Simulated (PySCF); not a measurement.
silacyclobutane (C₃H₈Si), SMILES C1C[SiH2]C1.

Geometry: B3LYP-D3(BJ)/def2-SVP.

The numbers are results of TDDFT-LC-ωPBE/def2-SVPD in PySCF, not measurements.

Vertical excitations. The molecule is in vacuum. State labels are in the subgroup Cs.

| state | symmetry | energy (eV) | λ (nm) | f | main pairs |
|---|---|---|---|---|---|
| S1 | A" | 7.53 | 165 | 0.022 | HOMO→LUMO 86 % |
| S2 | A' | 8.16 | 152 | 0.076 | HOMO−1→LUMO 73 %, HOMO→LUMO+1 22 % |
| S3 | A' | 8.17 | 152 | 0.040 | HOMO→LUMO+1 46 %, HOMO→LUMO+2 25 %, HOMO−1→LUMO 13 % |
| S4 | A" | 8.41 | 148 | 0.026 | HOMO−1→LUMO+1 57 %, HOMO−1→LUMO+2 17 % |
| S5 | A" | 8.46 | 147 | 0.004 | HOMO−2→LUMO 58 %, HOMO−4→LUMO 11 % |
| S6 | A' | 8.67 | 143 | 0.017 | HOMO→LUMO+3 44 %, HOMO→LUMO+4 17 %, HOMO→LUMO+5 10 % |
| S7 | A" | 8.90 | 139 | 0.001 | HOMO−1→LUMO+3 48 %, HOMO−1→LUMO+5 15 %, HOMO−1→LUMO+4 13 % |
| S8 | A' | 8.92 | 139 | 0.127 | HOMO→LUMO+2 57 %, HOMO→LUMO+1 18 % |
| S9 | A" | 9.15 | 136 | 0.060 | HOMO−1→LUMO+2 60 %, HOMO−1→LUMO+1 23 % |
| S10 | A' | 9.28 | 134 | 0.070 | HOMO−2→LUMO+1 63 % |
| T1 | A" | 7.02 | 177 | 0 | HOMO→LUMO 79 % |
| T2 | A' | 7.08 | 175 | 0 | HOMO−1→LUMO 77 % |
| T3 | A' | 7.80 | 159 | 0 | HOMO→LUMO+1 51 %, HOMO→LUMO+2 23 % |
| T4 | A" | 7.89 | 157 | 0 | HOMO−2→LUMO 59 %, HOMO−4→LUMO 18 %, HOMO−2→LUMO+6 9 % |
Triplets are in the Tamm–Dancoff approximation, which puts them higher than full response would, so one can lie above its singlet here.
